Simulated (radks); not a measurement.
Q: All-electron atom: the zirconium ion Zr17+ in [Ar] 3d5. All-electron calculation, scalar-relativistic Kohn-Sham, LB94 model potential, spin-polarised, spherical densities, finite nucleus; open shells are filled with parallel spins first (spin-orbit coupling, left out, can overturn this in heavy ions); Fermi nuclear charge, rms radius 4.2694 fm. Program: a radial shooting solver on a logarithmic mesh with Libxc functionals. Some entries of the table are withheld. Estimate them.

orbital  occ.  eigenvalue (hartree)  <1/r> (bohr^-1)
1s down     1             -679.6543            41.30
1s up       1             -679.6445            41.30
2s down     1             -112.2872            9.296
2s up       1             -112.2692            9.284
2p down     3             -102.5753            9.067
2p up       3             -102.5440            9.060
3s up       1             -33.30412            3.339
3s down     1             -32.85408            3.319
3p up       3                   (1)            3.216
3p down     3                   (2)            3.199
3d up       5                   (3)              (4)
3d down     0                   (5)              (6)

A: 
(1) 3p up eigenvalue (hartree): -30.11958
(2) 3p down eigenvalue (hartree): -29.67038
(3) 3d up eigenvalue (hartree): -25.15789
(4) 3d up <1/r> (bohr^-1): 3.047
(5) 3d down eigenvalue (hartree): -24.73983
(6) 3d down <1/r> (bohr^-1): 3.046
